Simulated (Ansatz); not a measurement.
Basis sets compared for RuF₃ (the lowest doublet isomer of a short search). The state is a doublet with charge 0. Geometry PBE0-D4/def2-TZVP. Ansatz on 4 threads of Arm Neoverse V2 on a shared host; times are rough, and most runs start from earlier orbitals.

```
atom   x (Å)   y (Å)   z (Å)
 Ru1  -0.001   0.001   0.000
  F2   1.350   0.287   1.178
  F3  -1.703  -0.206   0.600
  F4   0.353  -0.082  -1.779
```

In the def2 sets Ru takes a core potential; there is no spin–orbit coupling. At r2SCAN-D4/def2-TZVP, r2SCAN-D4/def2-TZVPD, PBE0-D4/def2-SVP, PBE0-D4/def2-TZVP and others the charge 0 doublet is spin-contaminated (final ⟨S²⟩ up to 0.91, 0.75 for a pure state). At PBE0-D4/def2-TZVP a quartet of charge 0 lies 0.56 eV below the doublet, each at its own geometry. Another isomer (doublet) lies 0.05 eV lower at r2SCAN-D4/def2-TZVP.

```tsv
level	functions	energy (Eh)	HOMO (eV)	LUMO (eV)	wall time
PBE-D4/def2-SVP	73	-393.9275	-5.56	-5.13	5.5 s
PBE-D4/def2-TZVP	133	-394.3267	-5.77	-5.29	7.5 s
r2SCAN-D4/def2-TZVP	133	-394.4897	-6.21	-4.92	8.5 s
PBE0-D4/def2-SVP	73	-393.8621	-7.77	-3.99	2.2 s
PBE0-D4/def2-TZVP (with forces)	133	-394.2611	-7.90	-4.07	7 s
```

Question: Estimate the rows for PBE-D4/def2-TZVPD, r2SCAN-D4/def2-TZVPD, PBE0-D4/def2-TZVPD.

Answer: 
```tsv
level	functions	energy (Eh)	HOMO (eV)	LUMO (eV)	wall time
PBE-D4/def2-TZVPD	160	-394.3320	-5.79	-5.30	8.5 s
r2SCAN-D4/def2-TZVPD	160	-394.4947	-6.20	-4.90	12 s
PBE0-D4/def2-TZVPD	160	-394.2664	-7.90	-4.06	6.5 s
```
